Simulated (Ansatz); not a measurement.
SbMe2Cl (C₂H₆ClSb). Charge 0, multiplicity 3. Geometry PBE-D4/def2-SVP, that of the neutral singlet.

Cartesian coordinates in Å:
```
Sb 0.6888 1.1111 0.3293
C 0.8890 -0.9850 0.9259
H 1.4176 -1.5412 0.1255
H -0.1216 -1.4102 1.0765
H 1.4678 -1.0555 1.8663
C -0.6428 0.6330 -1.3400
H -1.0670 1.5661 -1.7566
H -1.4601 -0.0169 -0.9741
H -0.0662 0.1079 -2.1280
Cl -1.1054 1.5907 1.8751
```

In the def2 sets Sb takes a core potential; there is no spin–orbit coupling. At PBE0-D4/def2-TZVP a singlet of charge 0 lies 3.73 eV below the triplet at the same geometry.

**Question.** Estimate the α-spin orbital energies around the gap (eV) in Ansatz with PBE-D4/def2-TZVP, r2SCAN-D4/def2-TZVP, PBE0-D4/def2-TZVP.

**Answer.** 
```json
{"orbital": "HOMO−5", "PBE-D4/def2-TZVP": "-8.63", "r2SCAN-D4/def2-TZVP": "-8.97", "PBE0-D4/def2-TZVP": "-10.05"}
{"orbital": "HOMO−4", "PBE-D4/def2-TZVP": "-8.20", "r2SCAN-D4/def2-TZVP": "-8.53", "PBE0-D4/def2-TZVP": "-9.50"}
{"orbital": "HOMO−3", "PBE-D4/def2-TZVP": "-7.73", "r2SCAN-D4/def2-TZVP": "-8.06", "PBE0-D4/def2-TZVP": "-9.03"}
{"orbital": "HOMO−2", "PBE-D4/def2-TZVP": "-6.99", "r2SCAN-D4/def2-TZVP": "-7.24", "PBE0-D4/def2-TZVP": "-8.22"}
{"orbital": "HOMO−1", "PBE-D4/def2-TZVP": "-6.74", "r2SCAN-D4/def2-TZVP": "-7.09", "PBE0-D4/def2-TZVP": "-7.95"}
{"orbital": "HOMO", "PBE-D4/def2-TZVP": "-2.50", "r2SCAN-D4/def2-TZVP": "-2.70", "PBE0-D4/def2-TZVP": "-3.46"}
{"orbital": "LUMO", "PBE-D4/def2-TZVP": "-1.46", "r2SCAN-D4/def2-TZVP": "-1.36", "PBE0-D4/def2-TZVP": "-0.78"}
{"orbital": "LUMO+1", "PBE-D4/def2-TZVP": "-0.37", "r2SCAN-D4/def2-TZVP": "-0.05", "PBE0-D4/def2-TZVP": "0.41"}
{"orbital": "LUMO+2", "PBE-D4/def2-TZVP": "0.31", "r2SCAN-D4/def2-TZVP": "1.00", "PBE0-D4/def2-TZVP": "1.06"}
{"orbital": "LUMO+3", "PBE-D4/def2-TZVP": "1.38", "r2SCAN-D4/def2-TZVP": "2.03", "PBE0-D4/def2-TZVP": "2.15"}
{"orbital": "LUMO+4", "PBE-D4/def2-TZVP": "1.63", "r2SCAN-D4/def2-TZVP": "2.28", "PBE0-D4/def2-TZVP": "2.46"}
{"orbital": "LUMO+5", "PBE-D4/def2-TZVP": "1.64", "r2SCAN-D4/def2-TZVP": "2.41", "PBE0-D4/def2-TZVP": "2.49"}
{"orbital": "β HOMO", "PBE-D4/def2-TZVP": "-6.76", "r2SCAN-D4/def2-TZVP": "-6.97", "PBE0-D4/def2-TZVP": "-7.93"}
{"orbital": "β LUMO", "PBE-D4/def2-TZVP": "-5.83", "r2SCAN-D4/def2-TZVP": "-5.69", "PBE0-D4/def2-TZVP": "-5.11"}
```
